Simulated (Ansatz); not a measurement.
Reaction (cleavage of the Si–Si bond): `[SiH3][SiH]1BN1` + `S[SiH]1CO1` → `[SiH3]S[SiH]1CO1` + `B1N[SiH2]1`

Computed with Ansatz on PBE0-D4/def2-TZVP structures; ΔE is electronic, products minus reactants. CCSD(T)/CBS is the MP2 limit (def2-TZVPP, def2-QZVPP) plus CCSD(T) − MP2 in def2-TZVPP, frozen cores. DFT in def2-TZVPP. One conformer a species, not always the lowest.

Question: Is it downhill or uphill in electronic energy at CCSD(T)/CBS, and by how much? (Best estimate.)

Answer: The calculation gave: Downhill: ΔE = -13.8 kcal/mol.

Question: What do these levels give: PBE-D4, r2SCAN-D4, ωB97X-V, r2SCAN, HF/def2-TZVPP, MP2/CBS(def2)? (An estimate is asked.)

Answer: Ansatz gave: PBE-D4 -10.7, r2SCAN-D4 -12.7, ωB97X-V -13.2, r2SCAN -12.6, HF/def2-TZVPP -15.2, MP2/CBS(def2) -16.1 kcal/mol.

Largest T1 diagnostic among the species: 0.015.

From PBE to PBE0 (25 % exact exchange), in def2-TZVPP and without D4, ΔE moves by −1.2 kcal/mol. The D4 term adds −0.8 kcal/mol with B3LYP and −0.4 kcal/mol with PBE0; it sums over pairs of atoms, weighted by their polarisabilities, and B3LYP, whose exchange is more repulsive, gets the larger term.

B3LYP here is the variant with VWN-RPA as its local correlation; programs differ in this.
